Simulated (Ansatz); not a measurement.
`C[B]([GaH2])BF`, charge 0, multiplicity 1.

Problem. Give a relaxed structure at PBE0-D4/def2-TZVP (Ansatz 0.2.0). (An estimate is asked.)

Solution. Ansatz gave: 
Cartesian coordinates in Å:
```
C -0.9199 1.0749 0.7154
B -0.1069 -0.0933 0.0609
Ga 1.3680 0.3340 -1.3592
B -0.3198 -1.7050 0.4204
F 0.3716 -2.3409 1.3671
H -1.9258 0.8027 1.0444
H -0.3504 1.2701 1.6411
H -0.9588 2.0225 0.1757
H 2.8336 0.7259 -0.9293
H 1.0814 0.3051 -2.9091
H -1.0732 -2.3959 -0.2274
```
This is one stationary point; other conformers may exist.
